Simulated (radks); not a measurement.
Cl XI, 7 electrons, occupied as [He] 2s2 2p3. All-electron calculation, non-relativistic Kohn-Sham, r2SCAN, spin-polarised, spherical densities, point nucleus; open shells are filled with parallel spins first; meta-GGA in the generalised Kohn-Sham scheme. Program: a radial shooting solver on a logarithmic mesh with Libxc functionals.

Unscreened Slater integrals over Kohn-Sham orbitals (eV). They are taken over the spin-up orbitals.

\begin{tabular}{lr}
integral & value \\ \hline
F0(2p,2p) & 68.710 \\
F2(2p,2p) & 32.632 \\
F0(2p,2s) & 63.476 \\
G1(2p,2s) & 36.751 \\
F0(2p,1s) & 93.851 \\
G1(2p,1s) & 15.705 \\
F0(2s,2s) & 60.090 \\
F0(2s,1s) & 84.267 \\
G0(2s,1s) & 7.8465 \\
F0(1s,1s) & 280.36 \\
\end{tabular}

Derived for the open shells (J is the average intra-shell exchange parameter used in DFT+U). 2p: J = F2/5 = 6.526 eV.
